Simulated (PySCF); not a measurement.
# `C1CC1OC1CC1`, C6H10O

Geometry:
| atom | x (Å) | y (Å) | z (Å) |
| --- | --- | --- | --- |
| C1 | -2.462 | -0.355 | -0.048 |
| C2 | -1.766 | 0.609 | 0.871 |
| C3 | -1.143 | 0.223 | -0.441 |
| O4 | -0.051 | -0.645 | -0.476 |
| C5 | 1.185 | 0.000 | -0.401 |
| C6 | 2.356 | -0.816 | 0.035 |
| C7 | 1.823 | 0.264 | 0.933 |
| H8 | -3.343 | -0.030 | -0.580 |
| H9 | -2.471 | -1.395 | 0.234 |
| H10 | -2.163 | 1.607 | 0.975 |
| H11 | -1.330 | 0.209 | 1.772 |
| H12 | -1.117 | 0.977 | -1.228 |
| H13 | 1.330 | 0.742 | -1.186 |
| H14 | 3.300 | -0.665 | -0.464 |
| H15 | 2.159 | -1.839 | 0.313 |
| H16 | 1.287 | -0.044 | 1.816 |
| H17 | 2.398 | 1.169 | 1.057 |

Method: GIAO B97-2/6-311G** magnetisability, rotational g tensor and spin-rotation constants, non-relativistic, gas phase (PySCF). Geometry: GFN2-xTB.

(1) How diamagnetic is it, and how anisotropic?

(2) Split it along the inertial axes a, b, c into diamagnetic and paramagnetic parts about the centre of mass, with the quadrupole moment.

(3) And the rotational g tensor?

Answers

(1) Isotropic -1317 × 10⁻³⁰ J/T², or -79.3 × 10⁻⁶ cm³/mol; principal values -1380, -1368, -1203 × 10⁻³⁰ J/T², anisotropy 171 × 10⁻³⁰ J/T² (root of half the summed squared differences of the principal values). The susceptibility is in cgs units.

(2) 
| axis | χ (10⁻⁶ cm³/mol) | diamagnetic (10⁻⁶ cm³/mol) | paramagnetic (10⁻⁶ cm³/mol) | summed x² of all electrons (Å²) | quadrupole Θ (D Å) |
| --- | --- | --- | --- | --- | --- |
| a | -83.1 | -270.3 | 187.2 | 184.2 | +2.40 |
| b | -73.5 | -881.0 | 807.5 | 40.3 | -4.16 |
| c | -81.3 | -952.4 | 871.1 | 23.4 | +1.76 |

Anisotropies 2χaa − χbb − χcc = -11.5 and 2χbb − χaa − χcc = +17.4 × 10⁻⁶ cm³/mol. Θ is traceless in Buckingham's convention.

(3) 
```
axis  rotational constant (GHz)        g  nuclear part  electronic part
   a                     7.3303  +0.0255        0.6703          -0.6447
   b                     1.5739  +0.0012        0.5983          -0.5971
   c                     1.4371  +0.0040        0.5922          -0.5881
```
Asymmetric top; isotopes 12C, 1H, 16O; no vibrational averaging.
